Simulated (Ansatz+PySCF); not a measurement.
The numbers below are computed, except where a source is named.
This PySCF input gave a total energy of -2098.08272 hartree.

```python
from pyscf import gto, scf

mol = gto.M(atom="""
Cu 0.000000 0.000000 -0.708290
Cl 0.000000 0.000000 1.208260
""", basis='def2-svp', charge=0, spin=0)
mf = scf.RHF(mol)
mf.init_guess = 'minao'
mf.kernel()
while True:  # follow internal instabilities
    mo, _, stable, _ = mf.stability(return_status=True)
    if stable: break
    mf.kernel(mf.make_rdm1(mo, mf.mo_occ))
print(mf.converged, mf.e_tot, mf.spin_square()[0])
```

Q: Write an input for Ansatz with the same method and basis set.

A:

```yaml
crystal:
  periodic: [false, false, false]
  atoms:
    - { symbol: Cu, position_ang: [0.0, 0.0, -0.70829] }
    - { symbol: Cl, position_ang: [0.0, 0.0, 1.20826] }
basis:
  gaussian: { orbitals: def2-SVP }
hamiltonian:
  xc: hf
```

Ansatz (development build ahead of 0.2.0) gave -2098.08272 hartree, 0.03 meV from the first.
